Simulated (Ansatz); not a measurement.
One change: `CC([SiH3])I` becomes `CC([SiH3])C=N`.

Ansatz, PBE0-D4/def2-TZVP geometries, multiplicity 1. Each molecule was computed in one conformer, which needn't be the lowest.

Elements past krypton have def2 core potentials.

| property | `CC([SiH3])I` |
| --- | --- |
| HOMO energy (PBE0/def2-TZVPP) / eV | -7.23 |
| HOMO–LUMO gap (PBE/def2-TZVPP) / eV | 4.14 |
| HOMO–LUMO gap (B3LYP/def2-TZVPP) / eV | 5.72 |
| LUMO energy (PBE0/def2-TZVPP) / eV | -1.06 |
| HOMO energy (PBE/def2-TZVPP) / eV | -6.11 |
| HOMO energy (B3LYP/def2-TZVPP) / eV | -6.99 |

**Question.** What does the change do to each property? (Estimate.)

**Answer.** Ansatz gave: 
| property | `CC([SiH3])C=N` | shift |
| --- | --- | --- |
| HOMO energy (PBE0/def2-TZVPP) / eV | -7.47 | -0.24 |
| HOMO–LUMO gap (PBE/def2-TZVPP) / eV | 4.58 | 0.44 |
| HOMO–LUMO gap (B3LYP/def2-TZVPP) / eV | 6.66 | 0.94 |
| LUMO energy (PBE0/def2-TZVPP) / eV | -0.34 | 0.72 |
| HOMO energy (PBE/def2-TZVPP) / eV | -5.99 | 0.12 |
| HOMO energy (B3LYP/def2-TZVPP) / eV | -7.24 | -0.25 |

With PBE0 the HOMO falls by 0.24 eV and the LUMO rises by 0.72 eV, so the gap widens by about 0.96 eV. PBE moves the HOMO by 0.12 eV and ωB97M-V by -0.46 eV.

B3LYP here is the variant with VWN-RPA as its local correlation; programs differ in this.

Spin–orbit coupling is left out; it splits and shifts lone-pair levels of the heavy atoms by tenths of an eV.
